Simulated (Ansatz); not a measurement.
The cluster Li₅⁺, relaxed as a singlet with RKS r2SCAN/def2-TZVP in Ansatz, starting from the GFN1-xTB geometry. Force threshold 0.02 eV/Å.

The restricted singlet is unstable: a solution with broken spin symmetry lies lower. The structure comes from a short search, and lower isomers may exist.

Start:

```xyz
5

Li    0.939   -1.668   -1.483
Li    1.245    0.050    0.753
Li   -0.214    0.930   -1.085
Li   -0.945    1.653    1.480
Li   -1.024   -0.965    0.334
```

```tsv
step	energy (eV)	largest force component (eV/Å)	SCF passes
1	-1016.2996	0.774	24
2	-1016.7189	0.302	28
3	-1016.8033	0.081	27
4 (rejected)	-1016.7709	0.233	28
5	-1016.8112	0.012	26
```

Force components are those of the run's own axes.

End:

```xyz
5

Li    1.110   -1.927   -1.744
Li    1.387    0.043    0.840
Li   -0.227    1.017   -1.243
Li   -1.111    1.927    1.743
Li   -1.160   -1.060    0.404
```

Bonds lost: Li1–Li2, Li1–Li3, Li1–Li5, Li2–Li4, Li3–Li4, Li4–Li5 (atoms count from 1).

No frequencies were taken in this run, so the end may be a saddle point.

Run time 4.9 s (4 threads of Arm Neoverse V1 on a shared host).
